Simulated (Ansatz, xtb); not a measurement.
Diatomic HgF, multiplicity 2 (lowest of 2S+1 = 2, 4 at CCSD(T)/def2-TZVPP on PBE0 minima; our sources give no spin for the ground state, which may be another). No spin–orbit coupling.

Constants: fifth-degree fit in 1/R to seven points, most abundant isotopes. Runs in def2 and cc sets follow the lowest solution found near the PBE0 minimum.

Codes used: Ansatz (a first-principles code) with Gaussian orbitals; xtb for the GFN methods. Values without a source in brackets are computed. In def2 rows elements past Kr take small-core potentials, without spin–orbit coupling. The GFN methods have no spin term and hold the electronic entropy of 300 K.

```tsv
level	r_e (Å)	ω_e (cm⁻¹)	ω_e x_e (cm⁻¹)	α_e (cm⁻¹)	dipole (D)
GFN1-xTB	2.012	205	-1.1	0.0025	-
SVWN5/def2-TZVPP	2.021	464	3.6	0.0021	2.81
PBE/def2-TZVPP	2.080	407	3.8	0.0023	2.97
r2SCAN/def2-TZVPP	2.046	444	4.0	0.0023	2.95
B97M-V/def2-TZVPP	2.067	418	4.3	0.0024	3.14
B3LYP/def2-TZVPP	2.076	412	4.2	0.0024	3.23
PBE0/def2-TZVPP	2.046	442	4.2	0.0023	3.20
BHLYP/def2-TZVPP	2.041	457	4.7	0.0023	3.51
CAM-B3LYP/def2-TZVPP	2.040	461	3.8	0.0021	3.34
wB97X-V/def2-TZVPP	2.035	474	3.5	0.0019	3.40
wB97M-V/def2-TZVPP	2.037	472	3.4	0.0019	3.37
B2PLYP/def2-TZVPP	2.049	450	3.4	0.0021	-
CCSD/def2-TZVPP	2.020	489	4.0	0.0020	-
CCSD/def2-QZVPP	2.014	495	3.5	0.0020	-
CCSD(T)/def2-TZVPP	2.024	481	3.9	0.0021	-
CCSD(T)/def2-QZVPP	2.019	486	3.6	0.0020	-
CCSD(T)/CBS(def2-TZVPP, def2-QZVPP)	2.014	490	3.4	0.0020	-
```

Correlated levels freeze the inner cores; with def2 sets outer-core shells near the valence are correlated too. CBS(a, b) extrapolates the correlation energy as X⁻³ and adds the Hartree–Fock energy of set b.
